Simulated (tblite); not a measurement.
**Question.** What does the GFN2-xTB structure of `[c]1cc(C#C)co1` [radical] look like in three dimensions? (Doublet state.)

**Answer.** 
```
atom  x, y, z in Å
C1     2.532    0.229    0.124
C2     1.332    0.171    0.075
C3    -0.061    0.034    0.004
C4    -0.755   -1.204   -0.268
C5    -2.053   -0.848   -0.238
O6    -2.250    0.434    0.014
C7    -1.027    0.991    0.166
H8     3.576    0.318    0.172
H9    -0.315   -2.160   -0.448
H10   -0.969    2.040    0.377
```

Any rigid rotation of these coordinates is as good. Atoms count from 1 in this order. The 5-membered ring C3–C4–C5–O6–C7 has internal angles of 103.5° to 113.9°; it is planar, 0.00 Å rms from its mean plane, widest ring torsion 0°. C3 (carbon bonded to 3 C) is planar (angles 128.9°, 124.8° and 106.3°, sum 360.0°, 0.00 Å off the plane of its three neighbours). C4 (carbon bonded to 2 C and H) is planar (angles 129.6°, 126.9° and 103.5°, sum 360.0°, 0.00 Å off the plane of its three neighbours). C7 (carbon bonded to C, O and H) is planar (angles 132.0°, 118.3° and 109.7°, sum 360.0°, 0.00 Å off the plane of its three neighbours).

Bonds between heavy atoms (Å): C1≡C2 1.202, C2–C3 1.401, C3–C4 1.445, C4–C5 1.346, C5–O6 1.322, O6–C7 1.352, C3–C7 1.370.

Computed geometry: GFN2-xTB, gas phase. This method treats the open shell by occupation alone, without spin polarisation.

Point group: Cs (every atom within 0.08 Å of its image). Its GFN2-xTB frequencies are all real (lowest 144 cm⁻¹).

Hardware: an Arm Neoverse V2 with one thread, shared host. Cost: under 0.1 s. These figures are those of the optimisation.
